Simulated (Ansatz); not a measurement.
Molecule: bromogermane, sum formula GeH₃Br, net charge 0, singlet state. 
Structure (B3LYP-D3(BJ)/def2-TZVP (Ansatz, a first-principles code) minimum search):
```
Ge
H 1 1.5327
H 1 1.5327 2 111.72
H 1 1.5327 2 111.72 3 -125.97
Br 1 2.3318 2 107.12 4 -117.01
```
Charge 0, spin multiplicity 1.

Basis-set convergence of Hartree-Fock and CCSD correlation energies (hartree) with Ansatz. Cores are frozen in the correlated levels unless marked. No spin-orbit coupling. Frozen are the shells of the preceding noble gas and the d and f shells that filled before the atom's block. No relativistic terms.

```json
[
 {"basis": "def2-SVP", "functions": "79", "E(HF)": "-4648.98617", "E(corr, CCSD)": "-0.25387"},
 {"basis": "def2-TZVPP", "functions": "138", "E(HF)": "-4649.56867", "E(corr, CCSD)": "-0.32204"},
 {"basis": "def2-QZVPP", "functions": "268", "E(HF)": "-4649.66056", "E(corr, CCSD)": "-0.34572"}
]
```

Extrapolating the two largest sets (X = 3 and 4) as X^-3: E(corr) = (64·(-0.34572) - 27·(-0.32204))/37 = -0.3630 Eh, an estimate of the basis-set limit. The largest set recovers 95.2 % of it, the smallest 69.9 %.
